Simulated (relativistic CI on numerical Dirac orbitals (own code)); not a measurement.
How well does a small relativistic CI reproduce Xe6+?

Computed by Dirac-Coulomb-Breit CI, KLI orbitals optimised for each configuration, a model potential for QED, valence Slater integrals scaled by 0.9, P86 correlation estimate, and configurations built on the next ion tied to the tabulated ionisation energy (semi-empirical) (own radial code, finite nucleus).

CI space (outside the closed core [Kr]): 4d¹⁰5s², 4d¹⁰5s5d, 4d¹⁰5s6s, 4d¹⁰5s6p, 4d¹⁰5s5p, 4d¹⁰5s6d, 4d¹⁰5s7s, 4d¹⁰5s5f, 4d¹⁰5s6f, 4d¹⁰5p², 4d¹⁰4f², 4d¹⁰5d², 4d¹⁰5s4f, 4d¹⁰4f5p, 4d¹⁰5p5d, 4d¹⁰5s5g, 4d⁹5s²4f, 4d¹⁰4f5d, 4d¹⁰5f², 4d¹⁰5p5f, 4d¹⁰5g², 4d¹⁰5p5g, 4d⁹5s5p², 4d⁸5s²5p². Levels of other configurations are missing.

| Configuration | Term (tabulated) | J | Measured (cm⁻¹) | Computed | Error | Purity (%) |
| --- | --- | --- | --- | --- | --- | --- |
| 4d¹⁰5s² | 1S | 0 | 0.0 | 0 | 0 | 98 |
| 4d¹⁰5s5p | 3P° | 0 | 96141.0 | 95607 | -534 | 100 |
| 4d¹⁰5s5p | 3P° | 1 | 100451.0 | 99905 | -546 | 97 |
| 4d¹⁰5s5p | 3P° | 2 | 113676.0 | 112699 | -977 | 100 |
| 4d¹⁰5s5p | 1P° | 1 | 143259.0 | 143800 | 541 | 94 |
| 4d¹⁰5p² | 3P | 0 | 223673.0 | 223262 | -411 | 91 |
| 4d¹⁰5p² | 3P | 1 | 234685.0 | 233447 | -1238 | 100 |
| 4d¹⁰5p² | 1D | 2 | 236100.0 | 233450 | -2650 | 60 |
| 4d¹⁰5p² | 3P | 2 | 251853.0 | 249175 | -2678 | 69 |
| 4d¹⁰5p² | 1S | 0 | 273208.0 | 276477 | 3269 | 88 |
| 4d¹⁰5s5d | 3D | 1 | 287772.0 | 289015 | 1243 | 99 |
| 4d¹⁰5s5d | 3D | 2 | 288712.0 | 289899 | 1187 | 99 |
| 4d¹⁰5s5d | 3D | 3 | 290340.0 | 291409 | 1069 | 99 |
| 4d¹⁰5s5d | 1D | 2 | 307542.0 | 310671 | 3129 | 80 |
| 4d¹⁰5s6s | 3S | 1 | 354833.0 | 355226 | 393 | 100 |
| 4d¹⁰5s6s | 1S | 0 | 361671.0 | 364166 | 2495 | 100 |
| 4d¹⁰5p5d | 3F° | 2 | 393792.0 | 388670 | -5122 | 83 |
| 4d¹⁰5s6p | 3P° | 1 | 400893.0 | 401089 | 196 | 83 |
| 4d¹⁰5p5d | 3F° | 3 | 401413.0 | 396135 | -5278 | 92 |
| 4d¹⁰5s6p | 1P° | 1 | 407802.0 | 410822 | 3020 | 64 |
| 4d¹⁰5s6p | 3P° | 2 | 408347.0 | 406732 | -1615 | 86 |
| 4d¹⁰5p5d | 3F° | 4 | 412567.0 | 406605 | -5962 | 98 |
| 4d¹⁰5p5d | 3D° | 3 | 423028.0 | 420591 | -2437 | 90 |
| 4d¹⁰5p5d | 3P° | 1 | 424567.0 | 421652 | -2915 | 73 |
| 4d¹⁰5p5d | 1F° | 3 | 438428.0 | 439035 | 607 | 75 |
| 4d¹⁰5p5d | 1P° | 1 | 441376.0 | 443273 | 1897 | 88 |
| 4d¹⁰5s5f | 3F° | 2 | 462702.0 | 462928 | 226 | 98 |
| 4d¹⁰5s5f | 3F° | 3 | 462791.0 | 463106 | 315 | 98 |
| 4d¹⁰5s5f | 3F° | 4 | 463159.0 | 463351 | 192 | 98 |
| 4d¹⁰5s5f | 1F° | 3 | 467700.0 | 468185 | 485 | 83 |
| 4d¹⁰5s6d | 3D | 1 | 475990.0 | 476185 | 195 | 100 |
| 4d¹⁰5s6d | 3D | 2 | 476220.0 | 476545 | 325 | 99 |
| 4d¹⁰5s6d | 3D | 3 | 476800.0 | 477226 | 426 | 100 |
| 4d¹⁰5s7s | 3S | 1 | 506230.0 | 503375 | -2855 | 100 |
| 4d⁹5s²4f | 3P° † | 1 | 650080.0 | 661281 | 11201 | 97 |
| 4d⁹5s²4f | 3D° † | 1 | 683150.0 | 689924 | 6774 | 97 |

Measured levels from Saloman, J. Phys. Chem. Ref. Data 33, 765 (2004); pairs were made by configuration, J and term (by order where the table uses no LS term), so strongly mixed levels may be paired wrongly.

Mean error by configuration (cm⁻¹): 4d¹⁰5s5p -379; 4d¹⁰5p² -742; 4d¹⁰5s5d 1657; 4d¹⁰5s6s 1444; 4d¹⁰5p5d -2744; 4d¹⁰5s6p 534; 4d¹⁰5s5f 304; 4d¹⁰5s6d 315; 4d¹⁰5s7s -2855. Over the excited levels the mean absolute error is 1710 cm⁻¹ (35 of the 47 excited levels that our extract of the source holds in range could be paired, and the others can miss by more), and the median relative error of those above 1,000 cm⁻¹ is 0.43 %. † marks terms whose computed intervals miss the measured ones by more than a factor of 2.5, or configurations far off the rest, from wrong mixing, a near crossing or a doubtful label or measurement; they are left out of the means.
